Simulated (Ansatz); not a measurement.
C₇H₁₃GeNSi, SMILES `C[SiH2][N]([GeH3])c1ccccc1` at its PBE0-D4/def2-TZVP geometry, where that method's forces vanish. Total charge 0; spin multiplicity 1.

| atom | x (Å) | y (Å) | z (Å) |
| --- | --- | --- | --- |
| C1 | 2.4584 | -1.2474 | -0.8727 |
| Si2 | 1.9753 | 0.5508 | -0.9484 |
| N3 | 0.6645 | 0.9164 | 0.1392 |
| Ge4 | 0.8155 | 2.2683 | 1.4034 |
| C5 | -0.5212 | 0.1687 | 0.1017 |
| C6 | -0.9550 | -0.4233 | -1.0891 |
| C7 | -2.1169 | -1.1741 | -1.1294 |
| C8 | -2.8884 | -1.3474 | 0.0100 |
| C9 | -2.4734 | -0.7583 | 1.1941 |
| C10 | -1.3052 | -0.0163 | 1.2436 |
| H11 | 1.6231 | -1.8962 | -1.1437 |
| H12 | 3.2815 | -1.4450 | -1.5647 |
| H13 | 2.7841 | -1.5156 | 0.1348 |
| H14 | 1.6508 | 0.9141 | -2.3588 |
| H15 | 3.1012 | 1.4156 | -0.5087 |
| H16 | 1.9487 | 3.1878 | 0.9360 |
| H17 | 1.1493 | 1.6939 | 2.7946 |
| H18 | -0.5303 | 3.0057 | 1.4632 |
| H19 | -0.3867 | -0.2715 | -2.0006 |
| H20 | -2.4272 | -1.6186 | -2.0686 |
| H21 | -3.8003 | -1.9307 | -0.0253 |
| H22 | -3.0594 | -0.8830 | 2.0979 |
| H23 | -0.9882 | 0.4062 | 2.1913 |

Problem. For each bond, give half the difference of the two atoms' forces along it (eV/Å; positive pushes the atoms apart) under PBE-D4, r2SCAN-D4, B3LYP-D4, ωB97M-V in def2-TZVPP. (Estimate.)

Solution. The calculation gave: 
```csv
bond,length (Å),PBE-D4,r2SCAN-D4,B3LYP-D4,ωB97M-V
C1–H11,1.092,0.11,-0.01,-0.06,-0.04
C1–H12,1.093,0.11,-0.01,-0.04,-0.05
C1–H13,1.092,0.11,0.00,-0.04,-0.04
Si2–H14,1.492,0.03,-0.04,-0.11,-0.13
N3–Ge4,1.857,0.16,0.06,0.17,0.01
N3–C5,1.402,-0.06,0.07,0.11,0.33
Ge4–H17,1.542,0.03,-0.06,-0.04,-0.08
C5–C6,1.399,0.11,0.08,0.04,-0.08
C5–C10,1.397,0.10,0.07,0.04,-0.08
C6–H19,1.085,0.01,-0.10,-0.16,-0.08
C7–H20,1.084,0.00,-0.09,-0.14,-0.10
C8–C9,1.386,0.13,0.10,0.11,0.04
C8–H21,1.083,0.00,-0.09,-0.14,-0.09
C10–H23,1.085,0.01,-0.10,-0.16,-0.08
```

B3LYP here is the variant with VWN-RPA as its local correlation; programs differ in this.

All numbers were calculated with Ansatz.
